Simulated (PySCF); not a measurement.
B(Cl)(F)(NHMe) (CH₄BClFN), SMILES CNB(F)Cl. Coordinates come from a r2SCAN-D4/def2-SVP optimisation. This is a generated structure with no PubChem entry under its InChIKey; it may be hypothetical. One conformer was computed; it need not be the lowest.

Method: r2SCAN-D4/def2-SVP (PySCF 2.14.0).

Harmonic wavenumbers (cm⁻¹): 143, 154, 207, 334, 435, 575, 621, 717, 1053, 1097, 1141, 1201, 1381, 1446, 1471, 1478, 1578, 3019, 3094, 3163, 3629. Rotational constants (GHz): 7.956, 2.330, 1.823; symmetry number 1.

Problem. Work out the zero-point energy and the ideal-gas rigid-rotor harmonic-oscillator thermochemistry at 298.15 K and 1 atm.

Solution. ZPE = ½ Σ hcν = ½ × 27937 cm⁻¹ = 39.94 kcal/mol. H − E(el) = 44.22 kcal/mol. Entropy in cal/(mol K): translation 39.57, rotation 26.66, vibration 11.04, total 77.27. G − E(el) = 21.18 kcal/mol. Cp = 20.94 cal/(mol K). Modes under 150 cm⁻¹ make the vibrational entropy uncertain.
